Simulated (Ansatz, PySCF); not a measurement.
C$_{3}$H$_{10}$GeO$_{3}$, singlet, geometry from GFN2-xTB. Base run: CASSCF(6,4)/STO-3G (PySCF).

Input for PySCF:
```python
from pyscf import gto, scf, mcscf
import numpy

mol = gto.Mole()
mol.atom = '''
    C     2.66256329    0.89571654   -0.45708762
    C     1.21195463    1.32209342   -0.30155056
    Ge   -0.02124702   -0.23164533   -0.04708536
    O     0.08650825   -1.49764834   -1.24344756
    O     0.36685702   -0.97786212    1.48500987
    O    -1.76689012    0.15362622   -0.11385458
    C    -2.45744969    1.01600427    0.76245727
    H     2.77911926    0.23917458   -1.31595098
    H     3.29782795    1.76912505   -0.59503243
    H     2.99445596    0.35840375    0.42716101
    H     1.10290414    1.97133853    0.56635262
    H     0.88032034    1.87955144   -1.17807087
    H    -0.56708417   -1.43635095   -1.93762364
    H     0.16543251   -1.91097610    1.54010174
    H    -2.24136143    2.06292626    0.53671399
    H    -2.20345293    0.82034101    1.80592864
    H    -3.52246757    0.83130562    0.61257466
'''
mol.basis = 'sto-3g'
mol.verbose = 4
mol.build()

mf = scf.RHF(mol)
mf.kernel()
mc = mcscf.CASSCF(mf, 4, 6)
mc.fix_spin_(ss=0.0)
mc.kernel()
occ = numpy.linalg.eigvalsh(mc.fcisolver.make_rdm1(mc.ci, mc.ncas, mc.nelecas))[::-1]
ss = mc.fcisolver.spin_square(mc.ci, mc.ncas, mc.nelecas)[0]
print('natural occupations', occ.round(4), ' <S^2>', round(ss, 4))
```

Programs used: Ansatz (a program for electronic structure), PySCF; a row that names a program was run with it.

Variants of this job, named by their change:

```
change                                                ΔE vs base (kcal/mol)                      natural occupations  <S^2> of the state        outcome
----------------------------------------------------  ---------------------  ---------------------------------------  ------------------  -------------
base                                                                  0.000                      2.00 2.00 1.98 0.02                0.00      converged
active space = 2 electrons, 3 orbitals                                0.314                           1.98 0.02 0.00                0.00      converged
solver = newton                                                       0.000                      2.00 2.00 1.98 0.02                0.00      converged
active space = 8 electrons, 7 orbitals                               -19.70       2.00 1.98 1.98 1.97 0.03 0.02 0.02                0.00      converged
orbitals = fixed (CASCI)                                               8.11                      2.00 2.00 2.00 0.00                0.00      converged
orbitals = fixed (CASCI); correction = SC-NEVPT2                     -176.6                      2.00 2.00 2.00 0.00                0.00      converged
code = ansatz; correction = SC-NEVPT2, all electrons                 -176.5                                        -                   -      converged
start = MP2 natural orbitals                                          0.000                      2.00 2.00 1.98 0.02                0.00      converged
state_average = 2 states                                                  -                                        -                   -  not converged
active space = 8 electrons, 8 orbitals                               -26.12  1.99 1.98 1.97 1.97 0.04 0.02 0.02 0.02                0.00      converged
code = ansatz                                                         0.019                                        -                   -      converged
```

Active orbitals are taken around the Fermi level unless the row says otherwise; CASSCF can end in different local minima, and two programs can end on different orbitals. State-averaged rows give the lowest state.
